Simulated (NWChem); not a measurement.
System: GaHOCl2; SMILES [OH][Ga]([Cl])[Cl]

Output (shortened):

```
             Northwest Computational Chemistry Package (NWChem) 7.3.0
             --------------------------------------------------------

                             Geometry "geometry" -> ""
                             -------------------------

 Output coordinates in angstroms (scale by  1.889725989 to convert to a.u.)

  No.       Tag          Charge          X              Y              Z
 ---- ---------------- ---------- -------------- -------------- --------------
    1 Ga                  31.0000    -0.28050300    -0.03323700     0.00000000
    2 Cl                  17.0000     0.72096800     1.84932900     0.00000000
    3 Cl                  17.0000     0.82938000    -1.83923900     0.00000000
    4 O                    8.0000    -2.04312000    -0.12404200     0.00000000
    5 H                    1.0000    -2.47441300     0.73813800     0.00000000

 Effective nuclear repulsion energy (a.u.)     437.0942130294

                              NWChem Property Module
                              ----------------------

                                 NWChem DFT Module
                                 -----------------

 Summary of "ao basis" -> "ao basis" (spherical)
 ------------------------------------------------------------------------------
       Tag                 Description            Shells   Functions and Types
 ---------------- ------------------------------  ------  ---------------------
 Ga                        def2-svpd                14       38   6s4p4d
 Cl                        def2-svpd                11       27   5s4p2d
 O                         def2-svpd                 9       23   4s3p2d
 H                         def2-svpd                 4        8   2s2p

            General Information
            -------------------
          SCF calculation type: DFT
          Wavefunction type:  closed shell.
          No. of atoms     :     5
          No. of electrons :    74
           Alpha electrons :    37
            Beta electrons :    37
          Charge           :     0
          Spin multiplicity:     1
          Use of symmetry is: off; symmetry adaption is: off
          Maximum number of iterations: 150
          AO basis - number of functions:   123
                     number of shells:    49
          Convergence on energy requested:  1.00D-06
          Convergence on density requested:  1.00D-05
          Convergence on gradient requested:  5.00D-04

              XC Information
              --------------
                         B3LYP Method XC Potential
                     Hartree-Fock (Exact) Exchange  0.200
                        Slater Exchange Functional  0.800 local
                    Becke 1988 Exchange Functional  0.720 non-local
              Lee-Yang-Parr Correlation Functional  0.810
                  VWN I RPA Correlation Functional  0.190 local

             Grid Information
             ----------------
          Grid used for XC integration:  medium
          Radial quadrature: Mura-Knowles
          Angular quadrature: Lebedev.
          Tag              B.-S. Rad. Rad. Pts. Rad. Cut. Ang. Pts.
          ---              ---------- --------- --------- ---------
          Ga                  1.30      112          11.0       590
          Cl                  1.00       88          13.0       590
          O                   0.60       49          12.0       434
          H                   0.35       45          13.0       434
          Grid pruning is: on
          Number of quadrature shells:   382
          Spatial weights used:  Erf1

      Superposition of Atomic Density Guess
      -------------------------------------

 Sum of atomic energies:       -2916.82875977

      Non-variational initial energy
      ------------------------------

 Total energy =   -2917.527378
 1-e energy   =   -4929.609247
 2-e energy   =    1574.987656
 HOMO         =      -0.449900
 LUMO         =      -0.054593

   convergence    iter        energy       DeltaE   RMS-Dens  Diis-err
 ---------------- ----- ----------------- --------- --------- ---------
 d= 0,ls=0.0,diis     1  -2920.6264541496 -3.36D+03  2.16D-02  8.43D-01
 d= 0,ls=0.0,diis     2  -2920.4684448516  1.58D-01  1.19D-02  2.36D+00
 d= 0,ls=0.0,diis     3  -2920.7144602282 -2.46D-01  2.29D-03  9.91D-02
 d= 0,ls=0.0,diis     4  -2920.7220025010 -7.54D-03  1.11D-03  1.58D-02
 d= 0,ls=0.0,diis     5  -2920.7242363832 -2.23D-03  2.19D-04  1.44D-03
  Resetting Diis
 d= 0,ls=0.0,diis     6  -2920.7243483337 -1.12D-04  4.33D-05  5.60D-05
 d= 0,ls=0.0,diis     7  -2920.7243513360 -3.00D-06  1.46D-05  8.12D-07
 d= 0,ls=0.0,diis     8  -2920.7243513184  1.76D-08  8.58D-06  1.10D-06

         Total DFT energy =    -2920.724351318379
      One electron energy =    -4928.904524336758
           Coulomb energy =     1711.734420853000
    Exchange-Corr. energy =     -140.648460863989
 Nuclear repulsion energy =      437.094213029369

 Numeric. integr. density =       74.000000958474

                       DFT Final Molecular Orbital Analysis
                       ------------------------------------

 Vector   35  Occ=2.000000D+00  E=-3.460578D-01
              MO Center=  2.9D-01,  9.3D-01,  2.5D-09, r^2= 4.0D+00
   Bfn.  Coefficient  Atom+Function         Bfn.  Coefficient  Atom+Function
  ----- ------------  ---------------      ----- ------------  ---------------
    52      0.504216  2 Cl pz                49      0.400190  2 Cl pz
    99     -0.246404  4 O  pz                79     -0.242081  3 Cl pz
    46      0.229989  2 Cl pz                76     -0.193381  3 Cl pz
   102     -0.171563  4 O  pz                73     -0.111038  3 Cl pz
    55      0.082973  2 Cl pz                20     -0.059940  1 Ga d -1

 Vector   36  Occ=2.000000D+00  E=-3.449185D-01
              MO Center= -4.3D-01, -1.0D+00,  2.6D-09, r^2= 3.7D+00
   Bfn.  Coefficient  Atom+Function         Bfn.  Coefficient  Atom+Function
  ----- ------------  ---------------      ----- ------------  ---------------
    79      0.455564  3 Cl pz                99     -0.416990  4 O  pz
    76      0.361280  3 Cl pz               102     -0.288221  4 O  pz
    73      0.207618  3 Cl pz               105     -0.082486  4 O  pz
    82      0.076712  3 Cl pz                22      0.075902  1 Ga d  1
    20      0.031622  1 Ga d -1              52      0.030046  2 Cl pz

 Vector   37  Occ=2.000000D+00  E=-3.389221D-01
              MO Center=  7.0D-01, -4.4D-02,  9.2D-10, r^2= 4.6D+00
   Bfn.  Coefficient  Atom+Function         Bfn.  Coefficient  Atom+Function
  ----- ------------  ---------------      ----- ------------  ---------------
    50      0.347122  2 Cl px                77     -0.324341  3 Cl px
    78     -0.291029  3 Cl py                47      0.270635  2 Cl px
    74     -0.255907  3 Cl px                51     -0.250588  2 Cl py
    75     -0.240592  3 Cl py                48     -0.208858  2 Cl py
    96     -0.157560  4 O  s                 44      0.155227  2 Cl px

 Vector   38  Occ=0.000000D+00  E=-8.208025D-02
              MO Center= -1.7D-01,  4.8D-02, -1.5D-08, r^2= 5.6D+00
   Bfn.  Coefficient  Atom+Function         Bfn.  Coefficient  Atom+Function
  ----- ------------  ---------------      ----- ------------  ---------------
     5      0.915432  1 Ga s                  4      0.681176  1 Ga s
     6      0.588501  1 Ga s                 96     -0.334828  4 O  s
     3     -0.332622  1 Ga s                 70     -0.285723  3 Cl s
    51      0.283528  2 Cl py                78     -0.282749  3 Cl py
    95     -0.221659  4 O  s                 42     -0.214055  2 Cl s

 Vector   39  Occ=0.000000D+00  E=-4.900605D-02
              MO Center= -1.5D-01, -8.5D-03,  3.1D-08, r^2= 3.7D+00
   Bfn.  Coefficient  Atom+Function         Bfn.  Coefficient  Atom+Function
  ----- ------------  ---------------      ----- ------------  ---------------
    18      0.692108  1 Ga pz                15      0.494106  1 Ga pz
    12     -0.233113  1 Ga pz                52     -0.228785  2 Cl pz
    79     -0.223974  3 Cl pz                99     -0.200949  4 O  pz
   102     -0.162785  4 O  pz                49     -0.143296  2 Cl pz
    76     -0.142651  3 Cl pz               105     -0.100548  4 O  pz

 Vector   40  Occ=0.000000D+00  E= 2.148369D-03
              MO Center= -1.7D+00,  8.9D-01, -3.1D-09, r^2= 7.8D+00
   Bfn.  Coefficient  Atom+Function         Bfn.  Coefficient  Atom+Function
  ----- ------------  ---------------      ----- ------------  ---------------
     6      2.496652  1 Ga s                 70     -1.468576  3 Cl s
    43     -0.633346  2 Cl s                 96     -0.627263  4 O  s
    36     -0.403694  1 Ga d  0               4     -0.390480  1 Ga s
    17     -0.304407  1 Ga py                34     -0.254179  1 Ga d -2
   103     -0.232117  4 O  px                13     -0.223272  1 Ga px

     Multipole analysis of the density
     ---------------------------------

     L   x y z        total         alpha         beta         nuclear
     -   - - -        -----         -----         ----         -------
     0   0 0 0     -0.000000    -37.000000    -37.000000     74.000000

     1   1 0 0     -0.335804      0.927241      0.927241     -2.190287
     1   0 1 0      0.458162      1.280728      1.280728     -2.103293
     1   0 0 1     -0.000000     -0.000000     -0.000000      0.000000

     2   2 0 0    -36.219707   -129.682218   -129.682218    223.144728
     2   1 1 0     -2.914849      3.499281      3.499281     -9.913412
     2   1 0 1     -0.000000     -0.000000     -0.000000      0.000000
     2   0 2 0    -37.418507   -226.456077   -226.456077    415.493647
     2   0 1 1      0.000000      0.000000      0.000000      0.000000
     2   0 0 2    -33.772442    -16.886221    -16.886221      0.000000

 *** CALLING NEW AORESP DRIVER FOR CLOSED AND OPEN SHELLS ***
 Entering AOResponse driver routine

--------------------------------------------------------------------------------

          -----------------------------------------------
          Solving response equations for perturbing field
          -----------------------------------------------

 number of frequencies:     1
 frequency in a.u.:  0.7730000E-01
 Perturbing field: electric
 Using El. Dipole Length Gauge

 Setting up CPKS with frequency omega =      0.07730000 a.u.

                            NWChem Dynamic CPHF Module
                            --------------------------

    scftype = RHF
    nclosed =   37
      nopen =    0
  variables =     6364
  num. vecs =        3
  tolerance =   1.0D-04
  max. iter =   50

 SCF residual:    5.3193699757227955E-004

Iterative solution of linear equations
  No. of variables     6364
  No. of equations        3
  Maximum subspace       30
       Convergence  1.0D-04

   iter   nsub   residual    time
   ----  ------  --------  ---------
     1      3    3.48D+00      68.5
     2      6    2.40D+00     102.9
     3      9    7.82D-01     128.4
     4     12    1.49D-01     155.8
     5     15    7.33D-02     186.3
     6     18    1.99D-02     208.5
     7     21    3.68D-03     232.7
     8     24    5.71D-04     263.3
     9     27    9.68D-05     291.7

 Electric Dipole Response Matrix (nonzero elements):

              1        2        3
    1   62.7192  -0.4157  -0.0000
    2   -0.4156  73.5739  -0.0000
    3   -0.0000  -0.0000  45.9264

 ------------------------------------------
 average:        60.73982 + I       0.00000

 DFT Linear Response polarizability / au
 Frequency  =       0.0773000 / au
 Wavelength =     589.4353558 / nm
              X              Y              Z
 -----------------------------------------------
 X      62.7192077     -0.4156634     -0.0000000
 Y      -0.4156437     73.5738818     -0.0000000
 Z      -0.0000000     -0.0000000     45.9263750
 -----------------------------------------------
 Eigenvalues =      62.7033138     73.5897757     45.9263750
 Isotropic   =      60.7398215
 Anisotropic =      24.1375690
 -----------------------------------------------

 Magnetic Dipole Response Matrix (nonzero elements):

 Exiting AOResponse driver routine
```

Level: B3LYP/def2-SVPD. Structure relaxed at the PBE0/def2-SVP level.

Question: Reconstruct the input file.

Answer: Several could match; the one computed here: the input that was run:
```
start job
memory heap 200 mb stack 900 mb global 1100 mb
geometry units angstroms noautosym nocenter noautoz
  Ga    -0.280503    -0.033237     0.000000
  Cl     0.720968     1.849329     0.000000
  Cl     0.829380    -1.839239     0.000000
  O     -2.043120    -0.124042     0.000000
  H     -2.474413     0.738138     0.000000
end
basis spherical
  Ga library def2-svpd
  Cl library def2-svpd
  O library def2-svpd
  H library def2-svpd
end
dft
  xc b3lyp
  iterations 150
end
property
  response 1 0.0773
end
task dft property
```
